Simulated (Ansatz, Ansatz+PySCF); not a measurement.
```tsv
atom	x (Å)	y (Å)	z (Å)
C	1.0728	0.0000	0.0000
C	0.2723	1.3130	0.0000
C	-1.2237	1.3069	0.0000
C	-1.9852	0.0000	0.0000
C	-1.2237	-1.3069	0.0000
C	0.2723	-1.3130	0.0000
C	2.5936	0.0000	0.0000
H	0.8598	2.3374	0.0000
H	-1.8130	2.3298	0.0000
H	-3.1650	0.0000	0.0000
H	-1.8130	-2.3298	0.0000
H	0.8598	-2.3374	0.0000
H	3.2002	-1.0114	0.0000
H	3.2002	1.0114	0.0000
```

Basis set: def2-SVP (spherical functions). Left uncorrelated: 7 orbitals. Charge 0, multiplicity 2.

Computed with Ansatz (development build ahead of 0.2.0); each method stands on the lowest determinant of its kind that the runs found.

Give the atomization energy at this shape (free ground-state atoms in the same class of orbitals less the molecule, no zero-point energy) of doublet C7H7 by UHF-MP2, UHF.

| method | atomization energy |
| --- | --- |
| UHF-MP2 | 1449.77 kcal/mol |
| UHF | 1151.43 kcal/mol |

Caution: the shape is not the minimum; the unrestricted determinant is a mixture of spin states.
